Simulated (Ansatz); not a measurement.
A structure relaxed at PBE0-D4/def2-SVP in Ansatz, charge 0, doublet:

Cartesian coordinates in Å:
```
Na -0.1817 0.2589 -1.9059
Na -1.5904 0.2624 1.0565
Na 1.6963 -0.4975 0.8168
Cl 0.4498 1.7138 0.2116
Cl -0.3740 -1.7376 -0.1789
```

Give its formula.

the cluster Na₃Cl₂.

Summarise the bond lengths by kind (pairs closer than 1.2 times the sum of covalent radii, bridged metal pairs left out).

6 × Cl–Na 2.61 to 2.65 Å.

The relaxation made no stability test and no search for a lower SCF solution. Another isomer (doublet) lies 0.15 eV lower at PBE0-D4/def2-TZVP; other spin states weren't run for this one.
